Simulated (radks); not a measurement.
The numbers below are computed, except where a source is named.
Pt48+, 30 electrons, occupied as [Ar] 3d10 4s2 (the NIST ground configuration).

Code: a radial shooting solver on a logarithmic mesh with Libxc functionals. Model: Dirac Kohn-Sham, LB94 model potential, spin-unpolarised, spherical densities, finite nucleus; Fermi nuclear charge, rms radius 5.427 fm.

Energy parts (Ry):
kinetic: 38857.6435
electron-nucleus: -78158.4135
Hartree: 6256.6315
(The LB94 potential has no energy functional, so no total or exchange-correlation energy is given.)

Orbitals (lengths in bohr, moments of r in powers of bohr; r(90%) holds 90 % of the orbital's charge):
orbital  occ.  eigenvalue (Ry)  <1/r>      <r>  r(90%)  small-component weight
1s1/2       2        -5961.029  93.99  0.01713  0.0313                8.76e-02
2s1/2       2        -1200.134  23.11  0.07144   0.112                2.01e-02
2p1/2       2        -1159.950  23.10  0.05879  0.0979                2.02e-02
2p3/2       4        -1031.304  18.94  0.06718   0.109                1.80e-02
3s1/2       2        -415.4357  8.620   0.1833   0.269                6.90e-03
3p1/2       2        -397.5183  8.552   0.1732   0.260                6.86e-03
3p3/2       4        -368.1801  7.471   0.1876   0.279                6.26e-03
3d3/2       4        -338.7610  7.368   0.1628   0.252                6.14e-03
3d5/2       6        -332.3108  7.119   0.1672   0.257                5.97e-03
4s1/2       2        -204.8339  4.246   0.3622   0.512                3.16e-03
4p1/2       0        -197.2029  4.189   0.3570   0.511                3.11e-03
4p3/2       0        -187.0519  3.809   0.3773   0.538                2.92e-03
5s1/2       0        -122.5050  2.528   0.6029   0.836                1.82e-03

The highest occupied level is 4s1/2 at -2786.9 eV. Summed over all electrons, <r^2> = 0.9677 bohr^2, which gives a Langevin (diamagnetic) susceptibility term of -0.766 x 10^-6 cm^3/mol. The density falls to 0.001 e/bohr^3 at r = 0.86 bohr. For comparison, the ionisation energy in NIST's Atomic Spectra Database is 2762 eV (theoretical). In exact Kohn-Sham theory the highest level is minus the ionisation energy, but local and semilocal functionals leave it too shallow, through self-interaction and a potential that decays too fast; potentials with the right tail come closer.
